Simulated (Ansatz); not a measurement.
A run on `[OH][In-]([OH])([OH])[AsH3+]` with other settings.

```yaml
crystal:
  periodic: [false, false, false]
  atoms:
    - {symbol: O, position_ang: [-1.876742, 0.298258, 1.374190]}
    - {symbol: In, position_ang: [-0.070962, -0.439294, 0.963367]}
    - {symbol: O, position_ang: [1.536158, 0.461646, 1.724610]}
    - {symbol: O, position_ang: [0.083169, -2.328643, 0.346807]}
    - {symbol: As, position_ang: [0.138343, 0.739261, -1.646693]}
    - {symbol: H, position_ang: [-1.833853, 1.003091, 2.024684]}
    - {symbol: H, position_ang: [2.268135, -0.149900, 1.834524]}
    - {symbol: H, position_ang: [-0.757376, -2.789669, 0.398862]}
    - {symbol: H, position_ang: [1.351194, 0.471839, -2.502212]}
    - {symbol: H, position_ang: [0.128177, 2.239441, -1.800815]}
    - {symbol: H, position_ang: [-0.900944, 0.436870, -2.696822]}
basis:
  gaussian: {orbitals: def2-mTZVP}
hamiltonian: {xc: {name: PBE-QIDH}, pseudopotentials: {relativity: scalar}}
```

```sh
$ ansatz run in.yaml --threads 2 --pin off --events-out ev --progress --plain --max-ram 32768MiB --backend cpu
```

It prints (some lines left out):

```
Functional definition: PBE-QIDH
1660 factors; integrals over basis functions are off by at most 1.1e-3 eV
mean field evaluation 1: about -72737.1926 eV, gradient 7.9e1 eV
mean field evaluation 2: about -72737.2433 eV, gradient 7.9e1 eV
mean field evaluation 4: about -72748.1881 eV, gradient 3.5e0 eV
mean field evaluation 8: about -72748.2359 eV, gradient 2.7e-1 eV
mean field evaluation 16: about -72748.2362 eV, gradient 3.4e-4 eV
mean field -72748.23619994 eV, -2673.4483698223 hartree, gradient 8.0e-6 eV, S^2 0.000000; 0 other end points of the search recorded, 0 dependent functions left out
16 core orbitals not correlated: weight in the atoms' cores, before any rotation towards them, 1.000 or more for the frozen orbitals, at most 0.000 for the correlated occupied ones
reference -72748.23622450 eV, -2673.4483707249 hartree; 26, 26 occupied and 120, 120 virtual orbitals, 1660 factors
second order -30.13506313 eV of doubles, -0.00000000 eV of singles
Total energy: -72758.28124555 eV, -2673.8175184395 hartree
Relativity: scalar
```

Run time 11 s (2 threads of a server CPU on a shared host); peak host memory 0.51 GiB.
